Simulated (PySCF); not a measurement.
**How methods differ on the excitation energy of Co**

Co [Ar] 3d7 4s2 (4F) → Co [Ar] 3d9 (2D), as a difference of total energies. Calculation: PySCF 2.14, in aug-cc-pVTZ-DK (8s7p5d3f2g, 93 functions); the spin-free X2C one-electron Hamiltonian (Gaussian nucleus). Correlated levels: valence: [Ar] frozen. The calculations carry no spin-orbit coupling.

```csv
method,excitation energy (eV)
UHF,7.673
LDA,1.969
PBE,2.436
PBE0,3.542
r2SCAN,3.509
LC-wPBE,2.570
r2SCANh,3.837
B3LYP,3.321
HSE06,3.581
MP2 (valence),2.008
SCS-MP2 (valence),2.513
```

Task: How much does correlation contribute at MP2 (valence)?

Result: 2.008 − (7.673) = -5.665 eV, measured against UHF.

A first-order spin-orbit estimate (lowest level to lowest level, LS coupling) adds 0.043 eV.
